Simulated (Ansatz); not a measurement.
CHBN, SMILES `[BH-][N+]#[C-]` (near-degenerate singlet) (charge -1, multiplicity 1). This singlet lies within 0.05 eV of the relaxed triplet at the level B3LYP/aug-cc-pVTZ // PBE0-D3(BJ)/def2-TZVPD (Ansatz, a quantum-chemistry and plane-wave program).

Level of theory: r2SCAN0/aug-cc-pVTZ // PBE0-D3(BJ)/def2-TZVPD (Ansatz).

Ansatz 0.2 input:
```yaml
crystal:
  periodic: [false, false, false]
  atoms:
    - { symbol: B, position_ang: [-0.77467, 0.586373, -0.279272] }
    - { symbol: N, position_ang: [0.545601, 0.038675, -0.535603] }
    - { symbol: C, position_ang: [1.649589, -0.293909, -0.789795] }
    - { symbol: H, position_ang: [-1.420524, -0.331142, 0.223104] }
basis:
  gaussian: { orbitals: aug-cc-pVTZ }
hamiltonian:
  xc: r2scan0
total_charge: -1
```

Output:

```
Functional definition: r2SCAN0
701 factors; their error is unknown
mean field evaluation 1: about -3215.0143 eV, gradient 1.4e1 eV
mean field evaluation 2: about -3215.1567 eV, gradient 1.3e1 eV
mean field evaluation 4: about -3215.7889 eV, gradient 2.1e0 eV
mean field evaluation 8: about -3215.8020 eV, gradient 2.3e-2 eV
mean field evaluation 16: about -3215.7869 eV, gradient 1.4e-5 eV
mean field -3215.78686552 eV, -118.1779875694 hartree, gradient 1.5e-5 eV, S^2 0.000000; 0 other end points of the search recorded, 0 dependent functions left out
reference -3215.78688251 eV, -118.1779881937 hartree; 10, 10 occupied and 151, 151 virtual orbitals, 701 factors
Total energy: -3215.78688251 eV, -118.1779881937 hartree
```
